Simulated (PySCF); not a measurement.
Ranking problems on computed properties.

Species are written as SMILES; each is one conformer at its optimised geometry, gas phase, non-relativistic unless stated; the electronic structure was computed with PySCF and density fitting.

The conformers computed, where there is a choice (atom-mapped SMILES and torsion angles):
- `[CH2:1]=[C:2]([F:3])/[CH:4]=[CH:5]\[C:6](=[O:7])[OH:8]`: C1–C2–C4–C5 169°, C4–C5–C6–O7 123°, H–O8–C6–C5 178°
- `[CH3:1][O:2][c:3]1[cH:4][o:5][c:6]([F:7])[cH:8]1`: C1–O2–C3–C4 180°
- `[O:1]=[CH:2][c:3]1[cH:4][c:5]2[o:6][cH:7][cH:8][c:9]2[o:10]1`: O1–C2–C3–C4 0°
- `[CH3:1][n+:2]1[cH:3][cH:4][o:5][c:6]1[O:7][CH:8]([F:9])[F:10]`: O5–C6–O7–C8 11°, C6–O7–C8–F9 167°
- `[NH2:1][SiH2:2][SiH2:3][Br:4]`: N1–Si2–Si3–Br4 52°, H–N1–Si2–Si3 174°, H–N1–Si2–Si3 -47°
- `[CH:1]#[C:2][C:3](=[O:4])[N:5]=[CH2:6]`: C2–C3–N5–C6 -121°
- `[CH3:1][SiH2:2][Si@@H:3]([OH:4])[S:5][CH3:6]`: C1–Si2–Si3–O4 61°, Si2–Si3–S5–C6 60°, H–O4–Si3–Si2 154°

Question: Rank by HOMO–LUMO gap, lowest first (PBE0/def2-SVPD at GFN2-xTB geometries).
A. `FC(/C=C\C(O)=O)=C`
B. `COc1coc(F)c1`
C. `C[n+]1ccoc1OC(F)F`
D. `O=Cc1cc2occc2o1`

Answer: D (4.56 eV), A (5.53 eV), B (6.48 eV), C (7.01 eV).

Question: Give the two extremes of that set in kcal/mol.

Answer: `O=Cc1cc2occc2o1`: 105 kcal/mol; `C[n+]1ccoc1OC(F)F`: 162 kcal/mol.

Question: Rank by dipole moment, highest first (PBE0-D3(BJ)/def2-SVP).
A. `N[SiH2][SiH2]Br`
B. `[O]=[Al]` [radical]
C. `[H]/N=C\C#CC=O`
D. `C#CC(=O)N=C`

Answer: B (3.73 D), D (2.90 D), C (1.81 D), A (1.64 D).

Question: Give the two extremes of that set in atomic units.

Answer: `N[SiH2][SiH2]Br`: 0.65 au; `[O]=[Al]` [doublet state]: 1.47 au.

Question: Rank by HOMO energy, lowest first (PBE0/def2-SVPD at GFN2-xTB geometries).
A. `C(=C/C(F)=C)/C(O)=O`
B. `COc1coc(F)c1`
C. `C[N+]1=C(OC(F)F)OC=C1`
D. `O=Cc1cc2occc2o1`

Answer: C (-12.64 eV), A (-7.35 eV), D (-6.70 eV), B (-6.23 eV).

Question: Rank by smallest rotational constant, highest first (GFN2-xTB).
A. `COc1coc(F)c1`
B. `C=C(F)/C=C\C(=O)O`
C. `C[SiH2][Si@@H](O)SC`
D. `C[n+]1ccoc1OC(F)F`

Answer: B (1.238 GHz), A (1.089 GHz), C (0.834 GHz), D (0.734 GHz).

Question: By how much do the two ends of that ranking differ?

Answer: By 0.504 GHz, between `C=C(F)/C=C\C(=O)O` and `C[n+]1ccoc1OC(F)F`.

Question: Rank by lowest singlet excitation, highest first (TDDFT PBE0/def2-SVPD at GFN2-xTB geometries).
A. `O=Cc1cc2occc2o1`
B. `COC1=COC(F)=C1`
C. `C[n+]1ccoc1OC(F)F`
D. `C=C(F)/C=C\C(=O)O`

Answer: C (6.20 eV), B (5.78 eV), D (4.89 eV), A (3.68 eV).

Question: By how much do the two ends of that ranking differ?

Answer: By 2.52 eV, between `C[n+]1ccoc1OC(F)F` and `O=Cc1cc2occc2o1`.

Question: Rank by electronic spatial extent ⟨r²⟩ about the centre of nuclear charge, lowest first (PBE0/def2-SVPD at GFN2-xTB geometries).
A. `C=C(F)/C=C\C(=O)O`
B. `C[N+]1=C(OC(F)F)OC=C1`
C. `COC1=COC(F)=C1`
D. `O=Cc1cc2occc2o1`

Answer: A (961 bohr²), C (994 bohr²), D (1422 bohr²), B (1440 bohr²).
